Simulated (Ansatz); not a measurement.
Gas-phase electronic energies from Ansatz, PBE0-D4/def2-TZVP geometries. CCSD(T)/CBS is the MP2 limit (def2-TZVPP, def2-QZVPP) plus CCSD(T) − MP2 in def2-TZVPP, frozen cores. Each species was taken in one conformer, which may not be the lowest.

`CN(C)B(F)S` + silanol → `FB(S)O[SiH3]` + dimethylamine  (ligand exchange at a B–N bond)

`CN(C)B(F)S`:

Z-matrix (Å, degrees):
```
C
N 1 1.441
H 1 1.090 2 110.9
H 1 1.096 2 110.9 3 -120.1
H 1 1.096 2 110.8 3 120.0
C 2 1.445 1 114.0 3 -179.6
B 2 1.395 1 123.8 3 0.6
H 6 1.088 2 110.3 1 -180.0
H 6 1.096 2 110.8 1 -59.7
H 6 1.096 2 110.7 1 59.8
F 7 1.342 2 119.7 1 180.0
S 7 1.830 2 122.1 1 -0.0
H 12 1.341 7 94.2 2 -179.8
```

`O[SiH3]`:

Cartesian coordinates in Å:
```
O -0.634 -0.752 -0.821
Si 0.129 0.110 0.357
H -0.560 -0.440 -1.724
H 1.600 0.168 0.131
H -0.158 -0.595 1.627
H -0.377 1.509 0.430
```

`FB(S)O[SiH3]`:

```xyz
9

F    -0.646   -0.260   -2.406
B    -0.371   -0.395   -1.114
S    -0.603   -2.012   -0.314
O     0.072    0.678   -0.439
Si    0.542    1.064    1.098
H    -1.030   -2.627   -1.428
H     1.951    1.518    1.043
H    -0.334    2.156    1.580
H     0.419   -0.123    1.981
```

`CNC`:

Cartesian coordinates in Å:
```
C 1.025 0.495 -0.407
N -0.225 0.598 0.310
C -1.034 -0.593 0.197
H 1.623 1.394 -0.244
H 0.824 0.422 -1.480
H 1.633 -0.382 -0.125
H -0.046 0.800 1.285
H -1.345 -0.725 -0.843
H -1.938 -0.489 0.801
H -0.517 -1.519 0.506
```

```tsv
species	SCS-MP2/def2-QZVPP energy (Eh)
`CN(C)B(F)S`	-657.34801
`O[SiH3]`	-366.63896
`FB(S)O[SiH3]`	-889.06428
`CNC`	-134.92601
```

**Question.** Work out ΔE.

**Answer.** ΔE = (-889.06428) + (-134.92601) − (-657.34801) − (-366.63896) = -0.00332 Eh = -8.7 kJ/mol. CCSD(T)/CBS gives -7.5 kJ/mol.

Largest T1 diagnostic among the species: 0.013.

In def2-TZVPP, CCSD(T) changes the Hartree–Fock value by +19.7 kJ/mol (the triples alone add +2.7 kJ/mol) and MP2 by +23.7 kJ/mol. The D4 term adds +3.4 kJ/mol with B3LYP and +2.0 kJ/mol with PBE0; it sums over pairs of atoms, weighted by their polarisabilities, and B3LYP, whose exchange is more repulsive, gets the larger term.

B3LYP here is the variant with VWN-RPA as its local correlation; programs differ in this.
